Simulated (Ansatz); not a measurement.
One change: `C=C[Te][SiH3]` becomes `C=CS[SiH3]`.

Ansatz, PBE0-D4/def2-TZVP geometries, multiplicity 1. Each molecule was computed in one conformer, which needn't be the lowest.

Elements past krypton have def2 core potentials.

```csv
property,`C=C[Te][SiH3]`
LUMO energy (PBE0/def2-TZVPP) / eV,-0.76
HOMO energy (B3LYP/def2-TZVPP) / eV,-5.99
LUMO energy (ωB97M-V/def2-TZVPP) / eV,1.00
HOMO–LUMO gap (ωB97M-V/def2-TZVPP) / eV,9.24
size of the dipole moment (PBE/def2-TZVPP) / D,0.75
HOMO–LUMO gap (B3LYP/def2-TZVPP) / eV,5.02
```

What does the change do to each property? (Estimate.)

Computed: 
```csv
property,`C=CS[SiH3]`,shift
LUMO energy (PBE0/def2-TZVPP) / eV,-0.40,0.36
HOMO energy (B3LYP/def2-TZVPP) / eV,-6.54,-0.55
LUMO energy (ωB97M-V/def2-TZVPP) / eV,1.63,0.63
HOMO–LUMO gap (ωB97M-V/def2-TZVPP) / eV,10.49,1.25
size of the dipole moment (PBE/def2-TZVPP) / D,0.96,0.21
HOMO–LUMO gap (B3LYP/def2-TZVPP) / eV,5.93,0.91
```

With PBE0 the HOMO falls by 0.56 eV and the LUMO rises by 0.36 eV, so the gap widens by about 0.92 eV. PBE moves the HOMO by -0.47 eV and ωB97M-V by -0.62 eV. Dipoles are sizes alone; their direction can turn.

B3LYP here is the variant with VWN-RPA as its local correlation; programs differ in this.

Spin–orbit coupling is left out; it splits and shifts lone-pair levels of the heavy atoms by tenths of an eV.
